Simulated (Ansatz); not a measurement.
CH$_{5}$GeNS (`[SH][GeH]1[CH2][NH]1`). Charge 0, multiplicity 1. All single points use the PBE0-D4/def2-TZVP geometry. It is one conformer, not always the lowest.

```xyz
9

S     2.139    0.365    1.431
Ge    0.788    0.285   -0.306
C    -1.119    0.383   -0.205
N    -0.553   -0.994   -0.139
H     1.262   -0.311    2.191
H     1.530    0.444   -1.629
H    -1.606    0.706    0.712
H    -1.665    0.673   -1.101
H    -0.776   -1.551   -0.955
```

(1) What is the dipole moment at r2SCAN/def2-TZVPP? (An estimate is asked.)

(2) And with PBE, B3LYP, ωB97M-V? (An estimate is asked.)

(3) Give the Mulliken charges with r2SCAN, B3LYP, ωB97M-V in def2-TZVPP. (Estimate.)

Answers

(1) The calculation gave: 1.63 D, with components (-0.77, 0.28, -1.41) D in this frame, pointing from negative to positive charge.

(2) Computed: PBE 1.57 D, B3LYP 1.62 D, ωB97M-V 1.64 D.

(3) Ansatz gave: 
```tsv
atom	r2SCAN	B3LYP	ωB97M-V
S1	-0.31	-0.29	-0.28
Ge2	0.33	0.34	0.32
C3	-0.07	-0.16	-0.20
N4	-0.39	-0.37	-0.36
H5	0.12	0.13	0.14
H6	0.01	0.02	0.04
H7	0.07	0.10	0.12
H8	0.08	0.10	0.12
H9	0.14	0.13	0.11
```

B3LYP here is the variant with VWN-RPA as its local correlation; programs differ in this.
